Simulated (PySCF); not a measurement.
ReOBr3, SMILES [Re](=[O])([Br])([Br])[Br] (connectivity only; charge and spin as stated), neutral, multiplicity 3.

Geometry: PBE0-D3(BJ)/def2-SVP. The multiplicity is an assumed one; other spin states were not compared. The def2 effective core potentials stand for the cores of Re; spin–orbit coupling is left out.

Method: PySCF with M06-2X/def2-TZVP.

```
Property                                                                                                         Result
---------------------------------------------------------------------------------------------  ------------------------
total energy                                                                                        -7876.13434 hartree
point group                                                                                                         C3v
α spin, highest occupied and lowest empty level                                                      -8.57 and -2.30 eV
β spin, highest occupied and lowest empty level                                                      -9.84 and -3.01 eV
dipole moment                                                                                                    0.39 D
quadrupole, principal values (traceless, Buckingham form, about the centre of nuclear charge)     -3.21, 1.60, 1.61 D·Å
mean static polarisability                                                                       103.4 bohr³ (15.33 Å³)
polarisability, principal values                                                               87.6, 111.3, 111.3 bohr³
⟨S²⟩                                                                                            2.016 (pure state 2.00)
```
